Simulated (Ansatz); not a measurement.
Consider the ligand exchange at the Al–N bond: `CB[NH][AlH][CH3]` + H₂Te → `[CH3][AlH][TeH]` + `CBN`.

Calculated with Ansatz (gas phase, PBE0-D4/def2-TZVP geometries, no zero-point term in ΔE). CCSD(T)/CBS is the MP2 limit (def2-TZVPP, def2-QZVPP) plus CCSD(T) − MP2 in def2-TZVPP, frozen cores. Functionals use def2-TZVPP. def2 core potentials past Kr. For Te outer-core shells are correlated without core-valence functions, which leaves a few kJ/mol of doubt a bond. Each species was taken in one conformer, which may not be the lowest.

`CB[NH][AlH][CH3]`:

```xyz
14

C     1.801   -1.683   -0.456
B     1.324   -0.904    0.820
N     0.253    0.017    0.820
Al   -0.841    0.577   -0.502
C    -2.211    1.889   -0.061
H     1.245   -1.470   -1.372
H     2.860   -1.472   -0.643
H     1.753   -2.762   -0.271
H     1.899   -1.097    1.863
H     0.079    0.429    1.729
H    -0.658   -0.005   -1.962
H    -2.210    2.179    0.992
H    -2.084    2.798   -0.658
H    -3.209    1.505   -0.300
```

H₂Te:

Z-matrix (Å, degrees):
```
Te
H 1 1.656
H 1 1.656 2 90.4
```

`[CH3][AlH][TeH]`:

Cartesian coordinates in Å:
```
C 0.157 1.281 -0.661
Al -0.374 -0.276 0.381
Te 1.064 -2.357 0.262
H -0.634 1.558 -1.365
H 1.075 1.120 -1.230
H 0.312 2.145 -0.006
H -1.661 -0.319 1.305
H 0.060 -3.152 1.314
```

`CBN`:

Cartesian coordinates in Å:
```
C -0.144 0.799 -0.852
B 0.030 -0.574 -0.114
N 0.176 -0.656 1.267
H -1.083 0.811 -1.416
H 0.647 0.935 -1.597
H -0.137 1.669 -0.189
H 0.044 -1.609 -0.726
H 0.289 -1.526 1.758
H 0.178 0.151 1.869
```

```csv
level,ΔE (kcal/mol),difference from CCSD(T)/CBS
LDA (SPW92),-12.5,-0.8
BLYP-D4,-9.8,1.9
B97M-V,-8.8,2.9
PBE0-D4,-13.3,-1.6
r2SCAN0-D4,-12.4,-0.7
ωB97X-V,-10.6,1.1
r2SCANh,-12.3,-0.6
RPA@PBE/def2-TZVPP,-9.1,2.6
CCSD/def2-SVP,-10.6,1.1
CCSD/CBS(def2),-11.6,0.1
CCSD(T)/CBS,-11.7,0
```

Largest T1 diagnostic among the species: 0.011.

Leaving LDA and LC-ωPBE aside and taking each functional with its dispersion term where it has one, the values, not all of them listed here, spread over 4.7 kcal/mol, from HSE06-D4 to B97M-V. LDA lies +1.0 kcal/mol from PBE without D4. At CCSD(T), def2-SVP lies +1.1 kcal/mol from the extrapolated value and def2-TZVPP +1.4 kcal/mol.
